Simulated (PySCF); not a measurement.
[Ti(H2O)2]2+ holds Ti(II), d2, at total charge +2. The structure is a model geometry with rigid ligands and bond lengths from ionic radii, not a minimum; coordination linear, point group D2h, metal–donor distances 1.98 Å.

The d shell alone is too small an active space for [Ti(H2O)2]2+ (an active orbital has only 0.70 squared overlap with the free ion's shell): its levels, fitted parameters, g values and moments show what this model gives and aren't sound predictions.

Method (PySCF 2.14, density fitting): CASSCF(2,5) with orbitals averaged over all microstates of the shell, strongly contracted NEVPT2 on the averaged canonical orbitals; basis x2c-TZVPall on the metal, x2c-SVPall elsewhere; spin-free X2C; gas phase; spin-orbit coupling by state interaction with the mean-field operator over all roots.

CASSCF energies above the lowest CASSCF root:

```tsv
state	CASSCF / cm⁻¹
3B3g	0
3B2g	2
3B1g	1854
3B2g	4192
3B3g	4255
3Ag	5664
3B1g	5710
1Ag	9846
1B3g	10831
1B2g	10961
a 2S+1 = 1 state (99 % 1G)	12173
3B1g	12336
3B2g	16760
1Ag	16998
1B1g	17218
1B2g	17559
1B3g	17628
1Ag	20176
3B3g	20377
1B1g	20906
1B2g	21805
1B3g	25492
```

**Question.** How does dynamic correlation (SC-NEVPT2) move these states?

**Answer.** 
```csv
state,NEVPT2 / cm⁻¹,shift / cm⁻¹
3B3g,0,0
3B2g,4,+2
3B1g,1700,-154
3B2g,4095,-97
3B3g,4237,-18
3Ag,3496,-2168
3B1g,3594,-2116
1Ag,7723,-2123
1B3g,9026,-1806
1B2g,9126,-1835
a 2S+1 = 1 state (99 % 1G),10420,-1753
3B1g,10597,-1739
3B2g,13033,-3726
1Ag,13295,-3703
1B1g,13461,-3757
1B2g,15834,-1725
1B3g,16015,-1613
1Ag,16900,-3276
3B3g,17275,-3102
1B1g,18431,-2475
1B2g,18075,-3731
1B3g,22352,-3140
```

The geometry is a model, and the complex may not exist in this form. 3B2g (4 cm⁻¹) lies within 300 cm⁻¹ of 3B3g at NEVPT2 level, inside the method's error: their order is undecided.
